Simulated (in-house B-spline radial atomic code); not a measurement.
# The potassium ion K⁷⁺: [Ne] 3s2

Method: non-relativistic PBE, spin-polarised, spherical fractional occupations, point nucleus. Calculated with an all-electron radial atomic-structure program (B-spline basis).

Screening seen three ways: the hydrogenic charge with the same mean radius, Z_r = [3n² - l(l+1)]/(2<r>), the one with the same energy, Z_e = n√(-2ε), and Slater's rules. Values are occupation-weighted means over spin.

| shell | electrons | ε (eV) | <r> (bohr) | Z_r | Z_e | Slater |
| --- | --- | --- | --- | --- | --- | --- |
| 1s | 2 | -3649.7 | 0.08152 | 18.40 | 16.38 | 18.70 |
| 2s | 2 | -486.57 | 0.3868 | 15.51 | 11.96 | 14.85 |
| 2p | 6 | -417.08 | 0.3472 | 14.40 | 11.07 | 14.85 |
| 3s | 2 | -145.24 | 1.089 | 12.40 | 9.80 | 9.85 |

The least bound orbital is 3s at -145.2 eV, and it is also the most diffuse (<r> = 1.089 bohr).
